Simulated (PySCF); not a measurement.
## Energy of Cl(2+) (chlorine, charge +2) between two integer charges

The 3p alpha orbital of [Ne] 3s2 3p3 is emptied in steps (occupation f), with all orbitals relaxed, ending at [Ne] 3s2 3p2. Calculation: PySCF 2.14, in aug-cc-pV(D+d)Z (5s4p3d, 32 functions); the non-relativistic Hamiltonian (point nucleus). The exact energy is a straight line in f; departures are measured from the line between the end points of the same method.

Problem. Among UHF, LDA, PBE, PBE0, r2SCAN, LC-wPBE, BHandHLYP, wB97X, MN15, M06-2X, which shows the largest delocalisation error (convex curve), and which is closest to linear?

Solution. Most convex: LDA (-1.670 eV at f = 0.5); closest to linear: UHF (0.171 eV).

| f | UHF (eV) | LDA (eV) | PBE (eV) | PBE0 (eV) | r2SCAN (eV) | LC-wPBE (eV) | BHandHLYP (eV) | wB97X (eV) | MN15 (eV) | M06-2X (eV) |
| --- | --- | --- | --- | --- | --- | --- | --- | --- | --- | --- |
| 1 | 0.000 | 0.000 | 0.000 | 0.000 | 0.000 | 0.000 | 0.000 | 0.000 | 0.000 | 0.000 |
| 0.75 | 0.131 | -1.250 | -1.220 | -0.886 | -1.134 | -0.332 | -0.562 | -0.401 | -0.770 | -0.606 |
| 0.5 | 0.171 | -1.670 | -1.623 | -1.176 | -1.491 | -0.436 | -0.747 | -0.526 | -1.019 | -0.819 |
| 0.25 | 0.126 | -1.253 | -1.212 | -0.876 | -1.099 | -0.320 | -0.558 | -0.384 | -0.756 | -0.604 |
| 0 | 0.000 | 0.000 | 0.000 | 0.000 | 0.000 | 0.000 | 0.000 | 0.000 | 0.000 | 0.000 |

```
   method  E(f=0) − E(f=1) (eV)  −ε at f=1 (eV)  −ε at f=0.5 (eV)
      UHF                38.960          39.669            38.948
      LDA                39.687          33.040            39.679
      PBE                39.606          33.100            39.626
     PBE0                39.678          34.946            39.701
   r2SCAN                39.829          33.726            39.928
  LC-wPBE                39.785          37.998            39.816
BHandHLYP                39.469          36.470            39.479
    wB97X                39.526          37.376            39.570
     MN15                39.770          35.643            39.807
   M06-2X                39.470          36.285            39.457
```

Reference removal energy between the ground levels: 39.8 ± 0.11 eV (semi-empirical (NIST evaluation); NIST Atomic Spectra Database, ionization energies). The calculation has no spin-orbit coupling. UHF lacks correlation.
